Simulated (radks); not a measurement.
Values are calculated unless marked as measured or tabulated.
Isoelectronic series with 16 electrons, all held in the configuration [Ne] 3s2 3p4, which need not be the ground one along the series. Level of theory: scalar-relativistic Kohn-Sham, PBE, spin-polarised, spherical densities, finite nucleus; open shells are filled with parallel spins first; Fermi nuclear charge, rms radius of each element as measured or else 0.836 A^(1/3) + 0.57 fm (a radial shooting solver on a logarithmic mesh with Libxc functionals). Total energies (hartree) and orbital eigenvalues (hartree):

| ion | E (hartree) | 3p down | 3p up |
|---|---|---|---|
| S | -399.07678 | -0.21965 | -0.28258 |
| Cl+ | -460.96138 | -0.66828 | -0.74586 |
| Ar2+ | -527.63118 | -1.24883 | -1.34019 |
| K3+ | -599.08234 | -1.95319 | -2.05781 |
| Ca4+ | -675.31729 | -2.77742 | -2.89497 |
| Sc5+ | -756.34203 | -3.71926 | -3.84952 |
| Ti6+ | -842.16501 | -4.77733 | -4.92013 |
| V7+ | -932.79643 | -5.95073 | -6.10596 |
| Cr8+ | -1028.24780 | -7.23887 | -7.40644 |
| Mn9+ | -1128.53194 | -8.64137 | -8.82121 |
| Fe10+ | -1233.66282 | -10.15798 | -10.35004 |
| Co11+ | -1343.65525 | -11.78857 | -11.99281 |
| Ni12+ | -1458.52530 | -13.53306 | -13.74945 |
